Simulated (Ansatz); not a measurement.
Input file for CH4FNOSi (`NC1(F)O[SiH2]1`):

```yaml
crystal:
  periodic: [false, false, false]
  atoms:
    - {symbol: N, position_ang: [-0.472540, 0.840242, 1.135444]}
    - {symbol: C, position_ang: [-0.127613, 0.403549, -0.146174]}
    - {symbol: F, position_ang: [-0.110352, 1.417911, -1.084020]}
    - {symbol: O, position_ang: [-0.930651, -0.662771, -0.614135]}
    - {symbol: Si, position_ang: [0.666674, -1.183724, -0.548637]}
    - {symbol: H, position_ang: [-1.419214, 1.207951, 1.149974]}
    - {symbol: H, position_ang: [0.171585, 1.542797, 1.471341]}
    - {symbol: H, position_ang: [1.324524, -1.407965, -1.852194]}
    - {symbol: H, position_ang: [0.985989, -2.204190, 0.471401]}
basis:
  gaussian: {orbitals: def2-SVP}
correlation: {method: ccsd_t}
```

```sh
$ ansatz run in.yaml --threads 2 --pin off --events-out ev --progress --plain --max-ram 4352MiB
```

Log, shortened:

```
Functional definition: HF
919 factors; integrals over basis functions are off by at most 1.1e-3 eV
mean field evaluation 1: about -15167.5441 eV, gradient 4.2e1 eV
mean field evaluation 2: about -15167.6309 eV, gradient 4.2e1 eV
mean field evaluation 4: about -15171.4706 eV, gradient 4.1e0 eV
mean field evaluation 8: about -15171.5307 eV, gradient 3.2e-1 eV
mean field -15171.53120001 eV, -557.5434879672 hartree, gradient 7.1e-7 eV, S^2 0.000000; 0 other end points of the search recorded, 0 dependent functions left out
9 core orbitals not correlated: weight in the atoms' cores, before any rotation towards them, 1.000 or more for the frozen orbitals, at most 0.000 for the correlated occupied ones
reference -15171.53120001 eV, -557.5434879672 hartree; 15, 15 occupied and 70, 70 virtual orbitals, 919 factors
second order -20.77592411 eV of doubles, -0.00000000 eV of singles
cycle   1  -21.01043043 eV  change   -2.3e-1 eV  update   1.1e-1
cycle   2  -21.55227771 eV  change   -5.4e-1 eV  update   3.4e-2
cycle   3  -21.70142028 eV  change   -1.5e-1 eV  update   1.9e-2
cycle   4  -21.69136804 eV  change    1.0e-2 eV  update   4.9e-3
cycle   5  -21.68898498 eV  change    2.4e-3 eV  update   2.5e-3
cycle   6  -21.68972627 eV  change   -7.4e-4 eV  update   8.1e-4
cycle   7  -21.68932528 eV  change    4.0e-4 eV  update   3.4e-4
cycle   8  -21.68917204 eV  change    1.5e-4 eV  update   1.1e-4
cycle   9  -21.68922094 eV  change   -4.9e-5 eV  update   4.5e-5
cycle  10  -21.68924225 eV  change   -2.1e-5 eV  update   1.6e-5
perturbative correction -0.59263524 eV, -0.0217789433 hartree
Total energy: -15193.81307750 eV, -558.3623318616 hartree
```

Run time 7.5 s (2 threads of an Arm Neoverse V1 on a shared host); peak host memory 0.41 GiB.

Correlation energy per correlated electron: -0.743 eV. T1 diagnostic: 0.0145.
